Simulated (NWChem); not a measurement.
System: MgF cation; SMILES [F][Mg+]

Here is an NWChem input.

```
start job
memory heap 200 mb stack 700 mb global 900 mb
charge 1
geometry units angstroms noautoz
  Mg     0.000000     0.000000    -0.744676
  F      0.000000     0.000000     0.993336
end
basis spherical
  * library 6-311g**
end
dft
  xc xpbe96 cpbe96
  iterations 150
  mulliken
end
task dft energy
```

Parts of the log:

```
             Northwest Computational Chemistry Package (NWChem) 7.3.0
             --------------------------------------------------------

 ORDER OF PRIMARY AXIS IS BEING SET TO 4
 C4V symmetry detected

                             Geometry "geometry" -> ""
                             -------------------------

 Output coordinates in angstroms (scale by  1.889725989 to convert to a.u.)

  No.       Tag          Charge          X              Y              Z
 ---- ---------------- ---------- -------------- -------------- --------------
    1 Mg                  12.0000     0.00000000     0.00000000    -0.74486229
    2 F                    9.0000     0.00000000     0.00000000     0.99314971

 Effective nuclear repulsion energy (a.u.)      32.8830542551

      Symmetry information
      --------------------

 Group name             C4v
 Group number             18
 Group order               8
 No. of unique centers     2

  pbe96 is a nonlocal functional; adding pw91lda local functional.

                                 NWChem DFT Module
                                 -----------------

 Summary of "ao basis" -> "ao basis" (spherical)
 ------------------------------------------------------------------------------
       Tag                 Description            Shells   Functions and Types
 ---------------- ------------------------------  ------  ---------------------
 Mg                         6-311g**                12       26   6s5p1d
 F                          6-311g**                 8       18   4s3p1d

      Symmetry analysis of basis
      --------------------------

        a1         20
        a2          0
        b1          2
        b2          2
        e          20

            General Information
            -------------------
          SCF calculation type: DFT
          Wavefunction type:  closed shell.
          No. of atoms     :     2
          No. of electrons :    20
           Alpha electrons :    10
            Beta electrons :    10
          Charge           :     1
          Spin multiplicity:     1
          Use of symmetry is: on ; symmetry adaption is: on
          Maximum number of iterations: 150
          AO basis - number of functions:    44
                     number of shells:    20
          Convergence on energy requested:  1.00D-06
          Convergence on density requested:  1.00D-05
          Convergence on gradient requested:  5.00D-04

              XC Information
              --------------
          PerdewBurkeErnzerhof Exchange Functional  1.000
            Perdew 1991 LDA Correlation Functional  1.000 local
           PerdewBurkeErnz. Correlation Functional  1.000 non-local

             Grid Information
             ----------------
          Grid used for XC integration:  medium
          Radial quadrature: Mura-Knowles
          Angular quadrature: Lebedev.
          Tag              B.-S. Rad. Rad. Pts. Rad. Cut. Ang. Pts.
          ---              ---------- --------- --------- ---------
          Mg                  1.50       88           9.0       590
          F                   0.50       49           7.0       434
          Grid pruning is: on
          Number of quadrature shells:   137
          Spatial weights used:  Erf1

      Superposition of Atomic Density Guess
      -------------------------------------

 Sum of atomic energies:        -299.01183001

 Renormalizing density from      21.00 to     20

      Non-variational initial energy
      ------------------------------

 Total energy =    -290.021725
 1-e energy   =    -460.897348
 2-e energy   =     137.992569
 HOMO         =      -1.183216
 LUMO         =      -0.500567

      Symmetry analysis of molecular orbitals - initial
      -------------------------------------------------

 !! scf_movecs_sym_adapt:    4 vectors were symmetry contaminated

  Symmetry fudging

 !! scf_movecs_sym_adapt:    4 vectors were symmetry contaminated

  Numbering of irreducible representations:

     1 a1          2 a2          3 b1          4 b2          5 e

  Orbital symmetries:

     1 a1          2 a1          3 a1          4 a1          5 e
     6 e           7 a1          8 a1          9 e          10 e
    11 a1         12 e          13 e          14 a1         15 a1
    16 e          17 e          18 a1         19 b2         20 b1

     ---------------------------------------------
      Total Density - Mulliken Population Analysis
     ---------------------------------------------

    Atom       Charge   Shell Charges
 -----------   ------   -------------------------------------------------------
    1 Mg  12    10.10   0.78  1.19  1.12  0.89  0.06 -0.00  2.52  3.49  0.03 -0.01  0.00  0.02
    2 F    9     9.90   1.08  0.92  1.44  1.21  2.80  0.80  1.65  0.00

   convergence    iter        energy       DeltaE   RMS-Dens  Diis-err
 ---------------- ----- ----------------- --------- --------- ---------
 d= 0,ls=0.0,diis     1   -299.1189264476 -3.32D+02  7.20D-02  5.28D+00
 d= 0,ls=0.0,diis     2   -289.9916945685  9.13D+00  7.05D-02  3.76D+01
 d= 0,ls=0.0,diis     3   -299.3032071016 -9.31D+00  1.16D-02  2.11D+00
 d= 0,ls=0.0,diis     4   -299.4632318654 -1.60D-01  9.01D-03  5.70D-02
 d= 0,ls=0.0,diis     5   -299.4681712091 -4.94D-03  2.42D-03  3.79D-02
  Resetting Diis
 d= 0,ls=0.0,diis     6   -299.4720899730 -3.92D-03  5.14D-04  4.06D-03
 d= 0,ls=0.0,diis     7   -299.4724353174 -3.45D-04  8.46D-04  2.91D-04
 d= 0,ls=0.0,diis     8   -299.4722021339  2.33D-04  6.00D-04  2.94D-03
 d= 0,ls=0.0,diis     9   -299.4724628159 -2.61D-04  2.36D-05  2.09D-06
 d= 0,ls=0.0,diis    10   -299.4724630316 -2.16D-07  7.72D-07  7.91D-09

         Total DFT energy =     -299.472463031603
      One electron energy =     -479.399529865710
           Coulomb energy =      173.616748127748
    Exchange-Corr. energy =      -26.572735548713
 Nuclear repulsion energy =       32.883054255073

 Numeric. integr. density =       19.999999301186

                  Occupations of the irreducible representations
                  ----------------------------------------------

                     irrep           alpha         beta
                     --------     --------     --------
                     a1                6.0          6.0
                     a2                0.0          0.0
                     b1                0.0          0.0
                     b2                0.0          0.0
                     e                 4.0          4.0

                       DFT Final Molecular Orbital Analysis
                       ------------------------------------

 Vector    8  Occ=2.000000D+00  E=-5.374437D-01  Symmetry=a1
              MO Center=  2.8D-15,  7.8D-15,  8.8D-01, r^2= 8.4D-01
   Bfn.  Coefficient  Atom+Function         Bfn.  Coefficient  Atom+Function
  ----- ------------  ---------------      ----- ------------  ---------------
    35      0.411654  2 F  pz                39      0.380917  2 F  pz
     5     -0.372264  1 Mg s                 31      0.291746  2 F  pz
    36      0.122613  2 F  s                  4      0.114710  1 Mg s
    32      0.109161  2 F  s                  3      0.106702  1 Mg s
    15     -0.069446  1 Mg pz                 6      0.060097  1 Mg s

 Vector    9  Occ=2.000000D+00  E=-5.028426D-01  Symmetry=e
              MO Center= -3.4D-15,  3.7D-15,  9.3D-01, r^2= 6.1D-01
   Bfn.  Coefficient  Atom+Function         Bfn.  Coefficient  Atom+Function
  ----- ------------  ---------------      ----- ------------  ---------------
    34      0.331003  2 F  py                38      0.315079  2 F  py
    33     -0.279366  2 F  px                37     -0.265926  2 F  px
    30      0.235780  2 F  py                29     -0.198998  2 F  px
    17      0.064486  1 Mg py                23      0.058624  1 Mg d -1
    16     -0.054426  1 Mg px                14      0.049768  1 Mg py

 Vector   10  Occ=2.000000D+00  E=-5.028426D-01  Symmetry=e
              MO Center=  4.2D-16,  3.5D-16,  9.3D-01, r^2= 6.1D-01
   Bfn.  Coefficient  Atom+Function         Bfn.  Coefficient  Atom+Function
  ----- ------------  ---------------      ----- ------------  ---------------
    33      0.331003  2 F  px                37      0.315079  2 F  px
    34      0.279366  2 F  py                38      0.265926  2 F  py
    29      0.235780  2 F  px                30      0.198998  2 F  py
    16      0.064486  1 Mg px                25     -0.058624  1 Mg d  1
    17      0.054426  1 Mg py                13      0.049768  1 Mg px

 Vector   11  Occ=0.000000D+00  E=-3.988003D-01  Symmetry=a1
              MO Center=  7.7D-15,  2.8D-15, -1.2D+00, r^2= 2.5D+00
   Bfn.  Coefficient  Atom+Function         Bfn.  Coefficient  Atom+Function
  ----- ------------  ---------------      ----- ------------  ---------------
     5      0.834144  1 Mg s                  4     -0.231699  1 Mg s
    18     -0.199688  1 Mg pz                15     -0.187050  1 Mg pz
     6      0.183125  1 Mg s                  3     -0.171478  1 Mg s
    39      0.141862  2 F  pz                35      0.139117  2 F  pz
    31      0.098756  2 F  pz                12      0.094304  1 Mg pz

 Vector   12  Occ=0.000000D+00  E=-2.443111D-01  Symmetry=e
              MO Center=  1.8D-14,  3.2D-14, -9.1D-01, r^2= 3.9D+00
   Bfn.  Coefficient  Atom+Function         Bfn.  Coefficient  Atom+Function
  ----- ------------  ---------------      ----- ------------  ---------------
    17      0.508146  1 Mg py                16      0.322058  1 Mg px
    14      0.234443  1 Mg py                20      0.205784  1 Mg py
    13      0.148588  1 Mg px                19      0.130424  1 Mg px
    11     -0.122749  1 Mg py                23     -0.114006  1 Mg d -1
    38     -0.106768  2 F  py                 8     -0.091387  1 Mg py

[...]
```

Level: PBE/6-311G** (spherical d). Geometry: optimised at PBE-D3(BJ)/def2-SVP.
